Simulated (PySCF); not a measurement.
Species: C2H10NSi2 (charge 0, doublet). It need not be the lowest isomer of its formula. SMILES: [CH2][SiH](N[SiH3])C
Structure (B3LYP-D3(BJ)/def2-TZVP (Ansatz) minimum search):
```xyz
15

Si    -0.9098     0.0304    -0.5765
C     -1.8626     1.6079    -0.5043
C     -1.3308    -1.1195     0.8428
N      0.7935     0.3513    -0.4933
Si     1.9976    -0.3366     0.5373
H     -1.2710    -0.6372    -1.8561
H     -1.5512     2.4504     0.1051
H     -2.7922     1.7620    -1.0423
H     -2.3928    -1.3706     0.8207
H     -0.7660    -2.0523     0.7741
H     -1.1147    -0.6567     1.8075
H      1.1481     1.0116    -1.1710
H      2.0891    -1.8109     0.3917
H      3.3012     0.2648     0.1707
H      1.7264    -0.0632     1.9702
```
Charge 0, spin multiplicity 2.

Dispersion corrections to the total energy (kcal/mol) from the dftd3 and dftd4 libraries through PySCF: D3(BJ) without and D4 with the three-body term, each with the damping fitted for the functional named.

| functional | D3(BJ) | D4 |
|---|---|---|
| PBE0 | -7.50 | ? |
| B3LYP | -14.86 | -13.25 |
| BLYP | -18.01 | ? |
| TPSSh | -10.02 | -10.14 |
| TPSS | -10.76 | -11.13 |
| B2GP-PLYP | -6.25 | -3.58 |
| HSE06 | -6.05 | ? |

Question: Complete the blanks.

Answer: 
- PBE0, D4: -7.07
- BLYP, D4: -17.84
- HSE06, D4: -6.61
